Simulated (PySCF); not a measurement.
Al(Me)2(OiPr), C5H13AlO, SMILES [Al]([O]C(C)C)([CH3])[CH3], GFN2-xTB optimised geometry.

```
20

Al    -1.29    -0.01     0.00
C     -2.22     1.76     0.00
H     -1.90     2.38     0.84
H     -3.31     1.67     0.07
H     -2.00     2.33    -0.91
C     -2.22    -1.79    -0.03
H     -1.92    -2.38    -0.89
H     -3.31    -1.69    -0.05
H     -1.97    -2.38     0.86
O      0.36    -0.01     0.00
C      1.75    -0.02     0.10
C      2.21    -1.30     0.80
C      2.22     1.22     0.85
H      2.16     0.00    -0.92
H      1.81    -1.33     1.81
H      3.30    -1.33     0.85
H      1.86    -2.16     0.25
H      1.86     2.12     0.35
H      1.82     1.21     1.86
H      3.31     1.25     0.90
```

Density from PySCF with CAM-B3LYP/def2-SVP at that geometry.

Minimum of the electron density along straight lines between bonded atoms, close to the bond critical point (lines longer than 1.1 times the sum of covalent radii, or with two minima, are not listed):

| bond | length / Å | ρ at the minimum / e bohr⁻³ | ∇²ρ there / e bohr⁻⁵ | position (fraction from the first atom) |
|---|---|---|---|---|
| Al1–C2 | 2.001 | 0.078 | 0.30 | 0.40 |
| C2–H3 | 1.093 | 0.265 | -0.92 | 0.62 |
| C2–H4 | 1.091 | 0.268 | -0.94 | 0.62 |
| C2–H5 | 1.094 | 0.265 | -0.92 | 0.62 |
| Al1–C6 | 2.001 | 0.078 | 0.30 | 0.40 |
| C6–H7 | 1.094 | 0.265 | -0.92 | 0.62 |
| C6–H8 | 1.091 | 0.268 | -0.94 | 0.62 |
| C6–H9 | 1.094 | 0.265 | -0.92 | 0.62 |
| Al1–O10 | 1.651 | 0.101 | 1.03 | 0.44 |
| O10–C11 | 1.394 | 0.256 | -0.26 | 0.67 |
| C11–C12 | 1.528 | 0.251 | -0.60 | 0.50 |
| C11–C13 | 1.528 | 0.251 | -0.60 | 0.50 |
| C11–H14 | 1.101 | 0.280 | -1.05 | 0.63 |
| C12–H15 | 1.088 | 0.276 | -1.02 | 0.63 |
| C12–H16 | 1.087 | 0.277 | -1.02 | 0.63 |
| C12–H17 | 1.087 | 0.277 | -1.03 | 0.63 |
| C13–H18 | 1.087 | 0.277 | -1.03 | 0.63 |
| C13–H19 | 1.088 | 0.276 | -1.02 | 0.63 |
| C13–H20 | 1.087 | 0.276 | -1.02 | 0.63 |
